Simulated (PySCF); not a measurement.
methyltin triiodide (CH₃I₃Sn), SMILES [I][Sn]([I])([I])[CH3]. Atoms are numbered in the order given.

```xyz
8

C      0.0000     0.0000     2.7539
Sn     0.0000     0.0000     0.5933
I      2.2069     1.2741    -0.3489
I      0.0000    -2.5483    -0.3489
I     -2.2069     1.2741    -0.3489
H      0.0000     1.0440     3.0942
H     -0.9041    -0.5220     3.0942
H      0.9041    -0.5220     3.0942
```

Geometry optimised at B3LYP-D3(BJ)/def2-SVP. The def2 effective core potentials stand for the cores of I, Sn; spin–orbit coupling is left out.

Computed with PBE/def2-TZVP run with PySCF.

total energy: -1147.41104 hartree
point group: C3v
highest occupied level: -6.51 eV
lowest empty level: -3.73 eV
orbital gap: 2.78 eV
dipole moment: 0.478 e·Å
quadrupole, principal values (traceless, Buckingham form, about the centre of nuclear charge): -3.08, -3.07, 6.15 D·Å
mean static polarisability: 164.5 bohr³ (24.38 Å³)
polarisability, principal values: 138.9, 177.4, 177.4 bohr³
